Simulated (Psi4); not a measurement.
Input for Psi4:
```
memory 2 GB

molecule mol {
0 1
  Si    0.793635   -0.215555    0.717313
  H     1.842392   -0.415410   -0.312898
  Cl   -0.761958    0.201951   -0.572322
}

set basis pcseg-2
set reference rks

energy('tpss')
print_variables()
```

Question: What is the computed number of basis functions (Psi4 with TPSS/pcseg-2)?

Answer: 82

Question: Give the total energy at the level TPSS/pcseg-2.

Answer: -750.3571 Eh

Question: Estimate the nuclear repulsion energy that TPSS/pcseg-2 returns for this input.

Answer: 69.3781 Eh
